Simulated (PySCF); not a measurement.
## Molecular orbitals of CdP⁺

LDA at R = 2.509 Å; Cd def2-SVP with ECP28, P def2-SVP; scalar-relativistic core potentials (PySCF 2.14). State: ³Σ⁻ (triplet), unpaired electrons π ↑↑. Only the outer orbitals are listed, counted within each symmetry, core potentials removing the inner ones.

```csv
spin,orbital,occ.,ε (eV),on Cd (%),main shells (%)
α,3π,1,-19.57,100,100 Cd d
α,3π,1,-19.57,100,100 Cd d
α,1δ,1,-19.40,100,100 Cd d
α,1δ,1,-19.40,100,100 Cd d
α,7σ,1,-19.25,75,"74 Cd d, 24 P s"
α,8σ,1,-13.75,53,"50 Cd s, 43 P p"
α,4π,1,-12.03,5,95 P p
α,4π,1,-12.03,5,95 P p
α,9σ,0,-10.56,60,"45 Cd s, 40 P p, 15 Cd p"
α,5π,0,-6.54,95,95 Cd p
α,5π,0,-6.54,95,95 Cd p
β,3π,1,-19.57,100,100 Cd d
β,3π,1,-19.57,100,100 Cd d
β,1δ,1,-19.42,100,100 Cd d
β,1δ,1,-19.42,100,100 Cd d
β,7σ,1,-18.50,39,"61 P s, 34 Cd d"
β,8σ,1,-13.26,64,"63 Cd s, 29 P p"
β,4π,0,-10.23,10,"90 P p, 9 Cd p"
β,4π,0,-10.23,10,"90 P p, 9 Cd p"
β,9σ,0,-10.13,50,"50 P p, 29 Cd s, 21 Cd p"
```

Question: Which are the highest filled and the lowest empty level, where do they sit, and how wide is the gap?

Answer: Highest filled α 4π at -12.03 eV (in %: 95 P p); lowest empty α 9σ at -10.56 eV (in %: 45 Cd s, 40 P p, 15 Cd p); the gap at LDA is 1.47 eV.

The bond order (Mayer) is 1.17. The ⟨S²⟩ is 2.024. The charge on Cd (Mulliken, basis-dependent) is 0.65. The charge on Cd (Löwdin, basis-dependent) is 0.55, the dipole moment (positive dipole points towards P; it is taken about the centre of mass and depends on that origin) is 0.24 D and the polarisability along the bond is 78.2 bohr³. The polarisability across the bond is 29.8 bohr³.

Spin–orbit coupling is left out. The state is the lowest determinant that a PBE0 search found; another state may lie lower at other levels.
